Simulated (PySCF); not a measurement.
Gas-phase reaction: 2 BI₃ + BCl₃ ⇌ 3 I₂ + 3 BCl

Energies from PySCF (xtb for GFN2), thermal terms from the rigid-rotor harmonic-oscillator model, ideal gas at 1 bar. † marks an energy on the PBE0/def2-TZVP geometry and frequencies; other levels use their own. MP2 and CCSD(T) freeze the core. All species are closed-shell singlets. I: scalar-relativistic def2 core potential, no spin-orbit coupling. MP2 isn't extrapolated to the basis-set limit; its ΔH°(298 K) is 1267.7 kJ in def2-SVP and 1271.2 kJ in def2-TZVPP. CCSD(T) isn't extrapolated to the basis-set limit; its ΔH°(298 K) is 1131.5 kJ in def2-SVP and 1122.5 kJ in def2-TZVPP. The harmonic model lacks anharmonicity and excited electronic states, which grow with temperature; levels with a mode under 35 cm⁻¹ are left out. Soft modes under 120 cm⁻¹ make the harmonic entropy rough for BI₃.

```json
[
 {"level": "CCSD(T)/def2-TZVPP†", "ΔE electronic, kJ": "1140", "ΔH°(298 K), kJ": "1123", "ΔS°(298 K), J/K": "431", "ΔG°(2500 K), kJ": "91"},
 {"level": "GFN2-xTB", "ΔE electronic, kJ": "1053", "ΔH°(298 K), kJ": "1042", "ΔS°(298 K), J/K": "419", "ΔG°(2500 K), kJ": "58"},
 {"level": "MP2/def2-SVP†", "ΔE electronic, kJ": "1286", "ΔH°(298 K), kJ": "1268", "ΔS°(298 K), J/K": "431", "ΔG°(2500 K), kJ": "237"},
 {"level": "MP2/def2-TZVPP†", "ΔE electronic, kJ": "1289", "ΔH°(298 K), kJ": "1271", "ΔS°(298 K), J/K": "431", "ΔG°(2500 K), kJ": "240"},
 {"level": "PBE0/def2-SVP†", "ΔE electronic, kJ": "1259", "ΔH°(298 K), kJ": "1241", "ΔS°(298 K), J/K": "431", "ΔG°(2500 K), kJ": "210"}
]
```
ΔH° is lowest at GFN2-xTB and highest at MP2/def2-TZVPP†. No reference value is set beside these.
